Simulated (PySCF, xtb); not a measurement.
C₄H₃N₂, SMILES [c]1ncccn1, multiplicity 2.

Harmonic wavenumbers (cm⁻¹) from GFN2-xTB in xtb 6.7.1 at its own minimum, in rising order: 221, 329, 503, 652, 680, 760, 897, 915, 954, 1091, 1094, 1155, 1180, 1233, 1366, 1398, 1510, 1546, 3042, 3043, 3099.

Problem. What does PySCF with PBE-D3(BJ)/def2-SVP give at its own minimum? (The exact figures need the calculation; the answer reports its results.)

Solution. 347, 356, 560, 685, 724, 777, 953, 956, 969, 1048, 1064, 1138, 1207, 1297, 1391, 1416, 1543, 1562, 3090, 3092, 3143. Paired by order, the mean absolute difference is 39 cm⁻¹ and the zero-point energies are 38.1 and 39.1 kcal/mol.
